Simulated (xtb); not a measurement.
A run for xtb: GFN2-xTB on H2 (SMILES [H][H]).

```
$ xtb mol.xyz --gfn 2 --sp --chrg 0 --uhf 0
2

H      0.00000000     0.00000000     0.37198582
H     -0.00000000    -0.00000000    -0.37198582
```

Output:

```
[...]
           -------------------------------------------------
          |                Calculation Setup                |
           -------------------------------------------------



           -------------------------------------------------
          |                 G F N 2 - x T B                 |
           -------------------------------------------------

        Reference                      10.1021/acs.jctc.8b01176
      * Hamiltonian:
        H0-scaling (s, p, d)           1.850000    2.230000    2.230000
        zeta-weighting                 0.500000
      * Dispersion:
        s8                             2.700000
        a1                             0.520000
        a2                             5.000000
        s9                             5.000000
      * Repulsion:
        kExp                           1.500000    1.000000
        rExp                           1.000000
      * Coulomb:
        alpha                          2.000000
        third order                    shell-resolved
        anisotropic                    true
        a3                             3.000000
        a5                             4.000000
        cn-shift                       1.200000
        cn-exp                         4.000000
        max-rad                        5.000000


          ...................................................
          :                      SETUP                      :
          :.................................................:
          :  # basis functions                   2          :
          :  # atomic orbitals                   2          :
          :  # shells                            2          :
          :  # electrons                         2          :
          :  max. iterations                   250          :
          :  Hamiltonian                  GFN2-xTB          :
          :  restarted?                      false          :
          :  GBSA solvation                  false          :
          :  PC potential                    false          :
          :  electronic temp.          300.0000000     K    :
          :  accuracy                    1.0000000          :
          :  -> integral cutoff          0.2500000E+02      :
          :  -> integral neglect         0.1000000E-07      :
          :  -> SCF convergence          0.1000000E-05 Eh   :
          :  -> wf. convergence          0.1000000E-03 e    :
          :  Broyden damping             0.4000000          :
          :  net charge                          0          :
          :  unpaired electrons                  0          :
          ...................................................

 iter      E             dE          RMSdq      gap      omega  full diag
   1     -1.0208079 -0.102081E+01  0.402E+00   20.35       0.0  T
   2     -1.0208079  0.444089E-15  0.241E+00   19.28       1.0  T
   3     -1.0208079  0.000000E+00  0.145E-04   17.68     489.1  T
   4     -1.0208079 -0.444089E-15  0.357E-14   17.68  100000.0  T

   *** convergence criteria satisfied after 4 iterations ***

         #    Occupation            Energy/Eh            Energy/eV
      -------------------------------------------------------------
         1        2.0000           -0.4704146             -12.8006 (HOMO)
         2                          0.1793166               4.8795 (LUMO)
      -------------------------------------------------------------
                  HL-Gap            0.6497313 Eh           17.6801 eV
             Fermi-level           -0.1455490 Eh           -3.9606 eV

 SCC (total)                   0 d,  0 h,  0 min,  0.001 sec
 SCC setup                      ...        0 min,  0.000 sec (  7.751%)
 Dispersion                     ...        0 min,  0.000 sec (  2.275%)
 classical contributions        ...        0 min,  0.000 sec (  1.602%)
 integral evaluation            ...        0 min,  0.000 sec (  6.202%)
 iterations                     ...        0 min,  0.000 sec ( 69.068%)
 molecular gradient             ...        0 min,  0.000 sec (  8.464%)
 printout                       ...        0 min,  0.000 sec (  3.893%)

         :::::::::::::::::::::::::::::::::::::::::::::::::::::
         ::                     SUMMARY                     ::
         :::::::::::::::::::::::::::::::::::::::::::::::::::::
         :: total energy              -0.982132753233 Eh    ::
         :: gradient norm              0.026287817888 Eh/a0 ::
         :: HOMO-LUMO gap             17.680088041743 eV    ::
         ::.................................................::
         :: SCC energy                -1.020807929602 Eh    ::
         :: -> isotropic ES            0.000000000000 Eh    ::
         :: -> anisotropic ES          0.007892302138 Eh    ::
         :: -> anisotropic XC          0.008756823642 Eh    ::
         :: -> dispersion             -0.000052469204 Eh    ::
         :: repulsion energy           0.038675176369 Eh    ::
         :: add. restraining           0.000000000000 Eh    ::
         :: total charge               0.000000000000 e     ::
         :::::::::::::::::::::::::::::::::::::::::::::::::::::

           -------------------------------------------------
          |                Property Printout                |
           -------------------------------------------------

    * Orbital Energies and Occupations

         #    Occupation            Energy/Eh            Energy/eV
      -------------------------------------------------------------
         1        2.0000           -0.4704146             -12.8006 (HOMO)
         2                          0.1793166               4.8795 (LUMO)
      -------------------------------------------------------------
                  HL-Gap            0.6497313 Eh           17.6801 eV
             Fermi-level           -0.1455490 Eh           -3.9606 eV

     #   Z          covCN         q      C6AA      α(0)
     1   1 H        0.896     0.000     3.066     2.740
     2   1 H        0.896     0.000     3.066     2.740

 Mol. C6AA /au·bohr⁶  :         12.262030
 Mol. C8AA /au·bohr⁸  :        148.227706
 Mol. α(0) /au        :          5.479479


Wiberg/Mayer (AO) data.
largest (>0.10) Wiberg bond orders for each atom

 ---------------------------------------------------------------------------
     #   Z sym  total        # sym  WBO       # sym  WBO       # sym  WBO
 ---------------------------------------------------------------------------
     1   1 H    1.000 --     2 H    1.000
     2   1 H    1.000 --     1 H    1.000
 ---------------------------------------------------------------------------

Topologies differ in total number of bonds
Writing topology from bond orders to xtbtopo.mol

molecular dipole:
                 x           y           z       tot (Debye)
 q only:        0.000       0.000       0.000
   full:        0.000       0.000       0.000       0.000
molecular quadrupole (traceless):
                xx          xy          yy          xz          yz          zz
 q only:       -0.000       0.000      -0.000       0.000       0.000       0.000
  q+dip:       -0.393       0.000      -0.393       0.000       0.000       0.787
   full:       -0.158       0.000      -0.158       0.000       0.000       0.316


           -------------------------------------------------
          | TOTAL ENERGY               -0.982132753233 Eh   |
          | GRADIENT NORM               0.026287817888 Eh/α |
          | HOMO-LUMO GAP              17.680088041743 eV   |
           -------------------------------------------------

------------------------------------------------------------------------
------------------------------------------------------------------------
 total:
Note: The following floating-point exceptions are signalling: IEEE_DENORMAL
normal termination of xtb
 SCF:
```

The run finished.

Cost: very roughly 0.020 core-seconds.
